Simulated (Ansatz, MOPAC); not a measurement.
Molecule: CH2BI2, charge 0, multiplicity 2. SMILES: B([CH2])(I)I

Atoms: C1, B2, I3, I4, H5, H6. Bonds: C1-B2, C1-H5, C1-H6, B2-I3, B2-I4.

Bond lengths (Å) and angles (degrees) optimised at PM6 with MOPAC; HF/STO-3G with Ansatz (an electronic-structure program); HF/3-21G with Ansatz; PBE/6-31G* with LANL2DZ past Ar with Ansatz; B3LYP/LANL2DZ with Ansatz; B3LYP/6-31G* with LANL2DZ past Ar with Ansatz, each started from the B3LYP-D3(BJ)/def2-TZVP structure (Ansatz) of the last column. A row stands for all coordinates that are equal there; 6 of 7 kinds are shown. 6-31G* holds six Cartesian d functions. At PM6 the structure is a saddle point. No wavenumbers were computed at HF/STO-3G, PBE/6-31G* with LANL2DZ past Ar, B3LYP/LANL2DZ, so these may be saddle points.

```json
[
 {"coordinate": "C1-B2", "PM6": "1.517", "HF/STO-3G": "1.529", "HF/3-21G": "1.515", "PBE/6-31G* with LANL2DZ past Ar": "1.508", "B3LYP/LANL2DZ": "1.516", "B3LYP/6-31G* with LANL2DZ past Ar": "1.507", "B3LYP-D3(BJ)/def2-TZVP": "1.500"},
 {"coordinate": "C1-H5", "PM6": "1.074", "HF/STO-3G": "1.084", "HF/3-21G": "1.075", "PBE/6-31G* with LANL2DZ past Ar": "1.097", "B3LYP/LANL2DZ": "1.091", "B3LYP/6-31G* with LANL2DZ past Ar": "1.088", "B3LYP-D3(BJ)/def2-TZVP": "1.084"},
 {"coordinate": "B2-I3", "PM6": "2.121", "HF/STO-3G": "2.121", "HF/3-21G": "2.195", "PBE/6-31G* with LANL2DZ past Ar": "2.158", "B3LYP/LANL2DZ": "2.169", "B3LYP/6-31G* with LANL2DZ past Ar": "2.156", "B3LYP-D3(BJ)/def2-TZVP": "2.141"},
 {"coordinate": "C1-B2-I3", "PM6": "118.9", "HF/STO-3G": "118.7", "HF/3-21G": "120.0", "PBE/6-31G* with LANL2DZ past Ar": "120.0", "B3LYP/LANL2DZ": "119.6", "B3LYP/6-31G* with LANL2DZ past Ar": "119.9", "B3LYP-D3(BJ)/def2-TZVP": "119.9"},
 {"coordinate": "I3-B2-I4", "PM6": "122.2", "HF/STO-3G": "122.7", "HF/3-21G": "120.0", "PBE/6-31G* with LANL2DZ past Ar": "120.1", "B3LYP/LANL2DZ": "120.9", "B3LYP/6-31G* with LANL2DZ past Ar": "120.3", "B3LYP-D3(BJ)/def2-TZVP": "120.2"},
 {"coordinate": "B2-C1-H5", "PM6": "121.7", "HF/STO-3G": "122.6", "HF/3-21G": "122.1", "PBE/6-31G* with LANL2DZ past Ar": "122.4", "B3LYP/LANL2DZ": "122.2", "B3LYP/6-31G* with LANL2DZ past Ar": "122.4", "B3LYP-D3(BJ)/def2-TZVP": "122.3"}
]
```

Mean signed difference of all 5 bond lengths from B3LYP-D3(BJ)/def2-TZVP: PM6 -0.009 Å, HF/STO-3G -0.002 Å, HF/3-21G 0.021 Å, PBE/6-31G* with LANL2DZ past Ar 0.013 Å, B3LYP/LANL2DZ 0.017 Å, B3LYP/6-31G* with LANL2DZ past Ar 0.009 Å.
